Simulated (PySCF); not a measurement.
Species: C6H7NO.
Geometry (GFN2-xTB, Å), atoms numbered from 1 in this order:
```
atom  x, y, z in Å
C1    -2.824   -0.237    0.646
O2    -1.717   -0.977    0.202
C3    -0.540   -0.212    0.108
C4     0.581   -1.142   -0.369
C5     1.835   -0.447   -0.474
C6     2.879    0.156   -0.551
C7     4.062    0.824   -0.639
N8     5.060    1.390   -0.711
H9    -2.648    0.182    1.644
H10   -3.057    0.584   -0.044
H11   -3.663   -0.928    0.684
H12   -0.283    0.221    1.089
H13   -0.676    0.617   -0.605
H14    0.679   -1.969    0.340
H15    0.308   -1.559   -1.342
```

Computed at B3LYP/pcJ-1 (PySCF, non-relativistic), with Q(17O) = −0.0256 b, Q(14N) = 0.02044 b: O2, 17O (I = 5/2): χzz = 12.15 MHz, η = 0.970; N8, 14N (I = 1): χzz = -4.665 MHz, η = 0.020.

Task: Where would the pure quadrupole (NQR) lines of 17O at O2 fall for the rigid, isolated species?

Result: From the eigenvalues of H = χ/[4I(2I − 1)] × [3Iz² − I(I + 1) + η(Ix² − Iy²)], steps between neighbouring levels, labelled as for η = 0: ±1/2↔±3/2 3.152 MHz, ±3/2↔±5/2 3.230 MHz (ether oxygen).

Task: Find the zero-field quadrupole resonance frequencies of 14N at N8.

Result: From ν± = (3/4)|χ|(1 ± η/3) and ν0 = |χ|η/2: ν+ 3.522 MHz, ν− 3.475 MHz, ν0 0.047 MHz (nitrile nitrogen).

In a crystal, neighbours and librations shift these lines. GFN2-xTB bond lengths can be off by several hundredths of an ångström, more for odd bonds, and the gradients follow them. A larger basis could move these couplings by a tenth or more.

One conformer stands for the species.
